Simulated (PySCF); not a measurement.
C₃H₇O, multiplicity 2. Atoms are numbered in the order given.

```xyz
11

C      0.0759     0.6245    -1.2793
C     -0.2879    -0.1279     0.0000
C      0.0759     0.6245     1.2793
O      0.1450    -1.4152     0.0000
H      1.1650     0.7799    -1.3257
H     -0.4111     1.6102    -1.3174
H     -0.2254     0.0421    -2.1612
H     -1.4009    -0.2694     0.0000
H      1.1650     0.7799     1.3257
H     -0.4111     1.6102     1.3174
H     -0.2254     0.0421     2.1612
```
Charge 0, spin multiplicity 2.

Coordinates come from a PBE0-D3(BJ)/def2-SVP optimisation. The isomer is the one that the SMILES or the coordinates give; other isomers of the formula were not compared.

Computed with PySCF 2.14.0 with PBE0-D3(BJ)/def2-SVP.

Harmonic, unscaled wavenumbers; measured fundamentals usually lie a few per cent lower.

```json
[
 {"mode": "1", "ν (cm⁻¹)": "202", "IR (km/mol)": "0.1", "moving atoms (share of kinetic energy)": "H 98 %"},
 {"mode": "2", "ν (cm⁻¹)": "244", "IR (km/mol)": "0.5", "moving atoms (share of kinetic energy)": "H 91 %"},
 {"mode": "3", "ν (cm⁻¹)": "359", "IR (km/mol)": "0.6", "moving atoms (share of kinetic energy)": "C 45 %, H 42 %, O 13 %"},
 {"mode": "4", "ν (cm⁻¹)": "412", "IR (km/mol)": "1.0", "moving atoms (share of kinetic energy)": "O 44 %, C 35 %, H 21 %"},
 {"mode": "5", "ν (cm⁻¹)": "455", "IR (km/mol)": "4.6", "moving atoms (share of kinetic energy)": "C 49 %, H 37 %, O 15 %"},
 {"mode": "6", "ν (cm⁻¹)": "832", "IR (km/mol)": "0.1", "moving atoms (share of kinetic energy)": "C 59 %, H 28 %, O 12 %"},
 {"mode": "7", "ν (cm⁻¹)": "890", "IR (km/mol)": "13.0", "moving atoms (share of kinetic energy)": "H 91 %, C 9 %"},
 {"mode": "8", "ν (cm⁻¹)": "912", "IR (km/mol)": "1.2", "moving atoms (share of kinetic energy)": "H 71 %, C 29 %"},
 {"mode": "9", "ν (cm⁻¹)": "1005", "IR (km/mol)": "2.3", "moving atoms (share of kinetic energy)": "H 52 %, C 26 %, O 22 %"},
 {"mode": "10", "ν (cm⁻¹)": "1045", "IR (km/mol)": "4.5", "moving atoms (share of kinetic energy)": "H 59 %, C 28 %, O 12 %"},
 {"mode": "11", "ν (cm⁻¹)": "1142", "IR (km/mol)": "5.8", "moving atoms (share of kinetic energy)": "C 66 %, H 34 %"},
 {"mode": "12", "ν (cm⁻¹)": "1152", "IR (km/mol)": "10.2", "moving atoms (share of kinetic energy)": "H 70 %, C 30 %"},
 {"mode": "13", "ν (cm⁻¹)": "1199", "IR (km/mol)": "10.6", "moving atoms (share of kinetic energy)": "H 68 %, C 27 %"},
 {"mode": "14", "ν (cm⁻¹)": "1272", "IR (km/mol)": "16.6", "moving atoms (share of kinetic energy)": "C 59 %, H 34 %"},
 {"mode": "15", "ν (cm⁻¹)": "1362", "IR (km/mol)": "4.2", "moving atoms (share of kinetic energy)": "H 77 %, C 23 %"},
 {"mode": "16", "ν (cm⁻¹)": "1383", "IR (km/mol)": "5.0", "moving atoms (share of kinetic energy)": "H 78 %, C 22 %"},
 {"mode": "17", "ν (cm⁻¹)": "1447", "IR (km/mol)": "1.2", "moving atoms (share of kinetic energy)": "H 96 %"},
 {"mode": "18", "ν (cm⁻¹)": "1455", "IR (km/mol)": "3.6", "moving atoms (share of kinetic energy)": "H 96 %"},
 {"mode": "19", "ν (cm⁻¹)": "1463", "IR (km/mol)": "11.6", "moving atoms (share of kinetic energy)": "H 96 %"},
 {"mode": "20", "ν (cm⁻¹)": "1475", "IR (km/mol)": "9.9", "moving atoms (share of kinetic energy)": "H 95 %"},
 {"mode": "21", "ν (cm⁻¹)": "2869", "IR (km/mol)": "19.6", "moving atoms (share of kinetic energy)": "H 93 %"},
 {"mode": "22", "ν (cm⁻¹)": "3058", "IR (km/mol)": "19.9", "moving atoms (share of kinetic energy)": "H 97 %"},
 {"mode": "23", "ν (cm⁻¹)": "3063", "IR (km/mol)": "9.5", "moving atoms (share of kinetic energy)": "H 97 %"},
 {"mode": "24", "ν (cm⁻¹)": "3157", "IR (km/mol)": "0.9", "moving atoms (share of kinetic energy)": "H 90 %, C 10 %"},
 {"mode": "25", "ν (cm⁻¹)": "3160", "IR (km/mol)": "23.2", "moving atoms (share of kinetic energy)": "H 91 %, C 9 %"},
 {"mode": "26", "ν (cm⁻¹)": "3175", "IR (km/mol)": "6.6", "moving atoms (share of kinetic energy)": "H 90 %, C 10 %"},
 {"mode": "27", "ν (cm⁻¹)": "3176", "IR (km/mol)": "13.9", "moving atoms (share of kinetic energy)": "H 90 %, C 10 %"}
]
```
